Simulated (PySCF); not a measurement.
Ge(F)(SH) (FGeHS), SMILES [SH][Ge][F] (connectivity only; charge and spin as stated), neutral, multiplicity 1. Atoms are numbered in the order given.

```xyz
4

Ge     0.4473     0.5195     0.0000
F     -1.1643     1.2539     0.0000
S     -0.2990    -1.6121     0.0000
H      0.9490    -2.1160     0.0000
```
Charge 0, spin multiplicity 1.

The structure is a stationary point at B3LYP-D3(BJ)/def2-TZVP. One conformer was computed; it need not be the lowest.

Method: TDA-ωB97X/def2-SVPD run with PySCF.

Vertical excitations. Gas-phase values at a fixed geometry. State labels are in the subgroup Cs.

Computed UV-visible absorptions:
```
state  symmetry  energy (eV)  λ (nm)      f                                                  main pairs
-----  --------  -----------  ------  -----  ----------------------------------------------------------
S1           A"         4.14     300  0.035                                              HOMO→LUMO 97 %
S2           A'         5.13     242  0.029                                            HOMO−1→LUMO 86 %
S3           A'         6.57     189  0.121        HOMO→LUMO+1 58 %, HOMO→LUMO+3 21 %, HOMO→LUMO+2 13 %
S4           A"         6.59     188  0.000  HOMO−1→LUMO+1 43 %, HOMO−1→LUMO+2 34 %, HOMO−1→LUMO+4 16 %
S5           A"         6.88     180  0.026                      HOMO−1→LUMO+1 51 %, HOMO−1→LUMO+2 38 %
S6           A'         7.13     174  0.128                          HOMO→LUMO+2 69 %, HOMO→LUMO+3 17 %
S7           A"         7.36     168  0.011                        HOMO−1→LUMO+3 70 %, HOMO−3→LUMO 22 %
S8           A"         7.47     166  0.045                        HOMO−3→LUMO 71 %, HOMO−1→LUMO+3 19 %
S9           A'         7.53     165  0.951         HOMO→LUMO+3 48 %, HOMO→LUMO+1 26 %, HOMO→LUMO+2 8 %
S10          A"         7.67     162  0.049                                            HOMO−2→LUMO 82 %
T1           A"         3.02     410      0                                              HOMO→LUMO 96 %
T2           A'         4.16     298      0                                            HOMO−1→LUMO 98 %
T3           A'         5.36     231      0                                            HOMO→LUMO+1 87 %
T4           A'         6.22     199      0                          HOMO→LUMO+2 49 %, HOMO→LUMO+3 34 %
```
Triplets are in the Tamm–Dancoff approximation.
